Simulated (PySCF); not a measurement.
p-xylene (C$_{8}$H$_{10}$), singlet, at a GFN2-xTB geometry. Base run: PySCF with DF-M062X/STO-3G.

Input for PySCF:
```python
from pyscf import gto, scf, dft

mol = gto.Mole()
mol.atom = '''
    C     2.90010343    0.10407050    0.07787277
    C     1.40316491    0.03832036    0.03106845
    C     0.69680774    0.62920730   -1.00842597
    C    -0.68465728    0.58487718   -1.04300050
    C    -1.40253119   -0.05177108   -0.03913414
    C    -2.90108119   -0.08331770   -0.06542841
    C    -0.69623188   -0.64142983    1.00109676
    C     0.68523148   -0.59706443    1.03569245
    H     3.31899475    0.12674528   -0.92572707
    H     3.21787642    1.01005545    0.59561790
    H     3.30982381   -0.74990579    0.61248457
    H     1.23551140    1.12768548   -1.80226716
    H    -1.21364435    1.04918714   -1.86364012
    H    -3.27853436   -0.98551728    0.41076665
    H    -3.30198950    0.77524528    0.47493309
    H    -3.27255782   -0.04106511   -1.08678823
    H    -1.23473299   -1.14420713    1.79236000
    H     1.21441655   -1.06557715    1.85381189
'''
mol.basis = 'sto-3g'
mol.verbose = 4
mol.build()

mf = dft.RKS(mol)
mf.xc = 'm062x'
mf = mf.density_fit(auxbasis='def2-universal-jkfit')
mf.kernel()
mf.analyze()
```

The base run was repeated with changes; each row names its change, and settings that it needs were set with it.

```tsv
change	basis functions	E (Eh)	HOMO (eV)	HOMO-LUMO gap (eV)	dipole (D)	core-seconds (rough)
base	50	-307.10498	-6.06	10.08	0.08	8
basis = pcseg-0	92	-309.99466	-7.84	8.86	0.11	20
basis = 6-31G	92	-310.66646	-7.52	8.78	0.11	10
basis = 3-21G	92	-309.03001	-7.58	8.94	0.12	10
basis = def2-SV(P)	132	-310.47838	-7.71	8.60	0.11	20
basis = 6-31G**	162	-310.73707	-7.50	8.68	0.10	20
basis = def2-SVP	162	-310.50006	-7.67	8.58	0.12	30
basis = pc-1	162	-310.67694	-7.77	8.47	0.11	30
basis = pcseg-1	162	-310.67066	-7.76	8.47	0.11	30
basis = cc-pVDZ	162	-310.75683	-7.60	8.57	0.10	20
basis = 6-31+G*	164	-310.73376	-7.70	8.30	0.09	30
basis = 6-311G**	204	-310.80875	-7.68	8.52	0.09	40
basis = def2-SVPD	240	-310.51245	-7.74	8.36	0.08	50
```

Totals compare only among sets that treat the same electrons; sets with core potentials leave the core out.
